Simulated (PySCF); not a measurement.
Several compounds and their computed core spectra got separated.

Method: delta-SCF UKS SCAN, pcX-2 on the ionised atom, pcseg-1 elsewhere, spin-free X2C in PySCF. Geometries: PBE0-D3(BJ)/def2-SVP; isolated species, one conformer each.

Line lists (1s up to Mg, 2p3/2 beyond, nothing for Ge; areas count atoms within a level, one atom standing for each set equivalent by bonding):
1. C 1s: 289.62 (area 1), 290.02 (area 1), 290.04 (area 1), 290.19 (area 1), 290.27 (area 1), 290.67 (area 1), 291.54 (area 1), 292.17 (area 1) eV
2. C 1s: 289.82 (area 1), 289.93 (area 1), 291.22 (area 1), 292.05 (area 1) eV; N 1s: 403.69 eV; O 1s: 538.26 eV; Si 2p3/2: 106.24 (area 1), 106.40 (area 1) eV
3. C 1s: 284.61 (area 2), 285.83 (area 1) eV; O 1s: 528.85 eV

Structures:
A. `C=CCC#CCC#[C][GeH3]`
B. `[O-]C1CC1`
C. `COC[Si@H]1CC[SiH2]N1`

Q: Which list belongs to which compound?

A: 
- 1 = A: no other candidate has this set of levels. C 1s: 289.62 alkyne carbon, 290.02 alkyne carbon, 290.04 alkyne carbon, 290.19 alkyne carbon, 290.27 terminal =CH2 carbon, 290.67 alkene CH carbon, 291.54 allylic carbon, 292.17 propargylic carbon.
- 2 = C: no other candidate has this set of levels. C 1s: 289.82 sp3 carbon bound to silicon, 289.93 sp3 carbon bound to silicon, 291.22 sp3 carbon bound to oxygen, 292.05 methoxy carbon; N 1s: 403.69 nitrogen bridging silicon atoms; O 1s: 538.26 ether oxygen; Si 2p3/2: 106.24 SiH silicon, 106.40 SiH2 silicon.
- 3 = B: no other candidate has this set of levels. C 1s: 284.61 three-membered-ring carbon (×2), 285.83 sp3 carbon bound to oxygen; O 1s: 528.85 alkoxide oxygen.

Spin–orbit and ligand-field terms were added within each 2p shell after the spin-free SCF. 1 of these hole states is spin-contaminated (⟨S²⟩ 0.86, against 0.75; counted from 0.85) and less certain.
